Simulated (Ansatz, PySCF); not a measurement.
The molecule LiAl, closed-shell singlet (the spin of the measured ground state).

Constants: fifth-degree fit in 1/R to seven points, most abundant isotopes. Runs in def2 and cc sets follow the lowest solution found near the PBE0 minimum. The singlet is held restricted. HF and MP2 rows in def2 and cc sets belong to the determinant that coupled cluster picked by its CCSD energy.

Codes used: Ansatz (a program for electronic structure); PySCF for 3-21G rows, 6-31G* rows. 

```tsv
level	r_e (Å)	ω_e (cm⁻¹)	ω_e x_e (cm⁻¹)	B_e (cm⁻¹)	D_e (eV)	dipole (D)
HF/3-21G	2.958	301	1.6	0.346	-	3.65
HF/6-31G*	2.927	315	1.6	0.353	-	3.68
HF/aug-cc-pV(T+d)Z	2.923	313	1.6	0.354	-	-
HF/def2-TZVPP	2.933	311	1.5	0.352	-	-
HF/def2-QZVPP	2.921	314	1.6	0.355	-	-
HF/aug-cc-pV(5+d)Z	2.921	314	1.6	0.355	-	-
SVWN5/def2-TZVPP	2.887	298	1.8	0.363	1.17	2.38
BP86/6-31G*	2.925	293	1.9	0.354	-	2.23
B97M-V/def2-TZVPP	2.926	286	1.3	0.354	1.09	2.41
B3LYP/6-31G*	2.899	303	1.8	0.360	-	2.43
CAM-B3LYP/def2-TZVPP	2.858	320	1.7	0.371	0.84	3.23
wB97X-V/def2-TZVPP	2.862	329	1.5	0.370	0.88	3.91
wB97M-V/def2-TZVPP	2.849	326	1.5	0.373	1.05	2.81
B2PLYP/def2-TZVPP	2.887	307	1.8	0.363	0.88	-
MP2/aug-cc-pV(T+d)Z	2.892	316	1.7	0.362	-	-
MP2/def2-TZVPP	2.891	314	1.7	0.362	-	-
MP2/aug-cc-pV(Q+d)Z	2.882	320	1.8	0.364	-	-
MP2/def2-QZVPP	2.870	321	1.8	0.368	-	-
MP2/aug-cc-pV(5+d)Z	2.880	321	1.8	0.365	-	-
MP2/CBS(aug-cc-pV(Q+d)Z, aug-cc-pV(5+d)Z)	2.879	321	1.7	0.365	-	-
SCS-MP2/aug-cc-pV(Q+d)Z	2.879	320	1.9	0.365	-	-
SCS-MP2/def2-QZVPP	2.869	320	1.8	0.368	-	-
CCSD/aug-cc-pV(T+d)Z	2.866	313	2.0	0.368	-	-
CCSD/def2-TZVPP	2.873	309	2.0	0.367	0.91	-
CCSD/def2-QZVPP	2.847	317	2.1	0.373	0.98	-
CCSD/aug-cc-pV(5+d)Z	2.859	316	2.1	0.370	-	-
CCSD(T)/aug-cc-pV(T+d)Z	2.865	310	2.2	0.369	-	-
CCSD(T)/def2-TZVPP	2.873	306	2.1	0.367	0.96	-
CCSD(T)/def2-QZVPP	2.845	314	2.2	0.374	1.03	-
CCSD(T)/CBS(aug-cc-pV(Q+d)Z, aug-cc-pV(5+d)Z)	2.857	313	2.1	0.371	-	-
```

D_e counts from each atom's lowest state at the same level, without counterpoise or zero-point energy.

Correlated levels freeze the inner cores; with def2 sets outer-core shells near the valence are correlated too. CBS: X⁻³ extrapolation of the correlation energy, Hartree–Fock from the larger set. Rows in 3-21G, 6-31G* carry no dispersion term and start afresh at each structure (6-31G* with six Cartesian d functions).

Doubts at one or more of the structures used: a restricted determinant that unrestricted orbitals would lower (HF/aug-cc-pV(T+d)Z, HF/def2-TZVPP, HF/def2-QZVPP, HF/aug-cc-pV(5+d)Z, B2PLYP/def2-TZVPP, MP2/aug-cc-pV(T+d)Z, MP2/def2-TZVPP, MP2/aug-cc-pV(Q+d)Z, MP2/def2-QZVPP, MP2/aug-cc-pV(5+d)Z, MP2/CBS(aug-cc-pV(Q+d)Z, aug-cc-pV(5+d)Z), SCS-MP2/aug-cc-pV(Q+d)Z, SCS-MP2/def2-QZVPP, CCSD/aug-cc-pV(T+d)Z, CCSD/def2-TZVPP, CCSD/def2-QZVPP, CCSD/aug-cc-pV(5+d)Z, CCSD(T)/aug-cc-pV(T+d)Z, CCSD(T)/def2-TZVPP, CCSD(T)/def2-QZVPP, CCSD(T)/CBS(aug-cc-pV(Q+d)Z, aug-cc-pV(5+d)Z)).

Measured for the ground state: ω_e 318.3 cm-1, ω_e x_e 4.06 cm-1 [NIST CCCBDB].
